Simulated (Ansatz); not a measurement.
Gas-phase electronic energies from Ansatz, PBE0-D4/def2-TZVP geometries. CCSD(T)/CBS adds triple-zeta CCSD(T) − MP2 to the extrapolated MP2 energy (def2 sets, frozen cores). This one scheme is used for every species. Functionals use def2-TZVPP. B3LYP here is the variant with VWN-RPA as its local correlation; programs differ in this. Elements past krypton have def2 core potentials. For Te outer-core shells are correlated without core-valence functions, which leaves a few kJ/mol of doubt a bond. Each species was taken in one conformer, which may not be the lowest.

Reaction (substitution at a C–Te bond): `C=C(Cl)[TeH]` + `BS` → `BSC(=C)Cl` + H₂Te

```csv
level,ΔE (kcal/mol),difference from CCSD(T)/CBS
r2SCAN-D4,0.1,-2.4
B97M-V,0.0,-2.5
B3LYP-D4,0.9,-1.6
r2SCANh-D4,0.1,-2.4
B2PLYP,1.6,-0.9
PBE-QIDH,1.0,-1.5
r2SCAN,0.2,-2.3
B3LYP,1.2,-1.3
BHLYP,1.1,-1.4
LC-ωPBE,0.7,-1.8
RPA@PBE/def2-TZVPP,2.9,0.4
HF/def2-SVP,1.0,-1.5
CCSD/def2-SVP,0.3,-2.2
CCSD(T)/def2-SVP,0.0,-2.5
HF/def2-TZVPP,2.1,-0.4
HF/CBS(def2),2.3,-0.2
CCSD(T)/CBS,2.5,0
```

Largest T1 diagnostic among the species: 0.015.

Leaving LDA and LC-ωPBE aside and taking each functional with its dispersion term where it has one, the values, not all of them listed here, spread over 1.7 kcal/mol, from revPBE-D4 to B2PLYP. LDA lies −2.8 kcal/mol from PBE without D4. At CCSD(T), def2-SVP lies −2.5 kcal/mol from the extrapolated value and def2-TZVPP −0.5 kcal/mol.
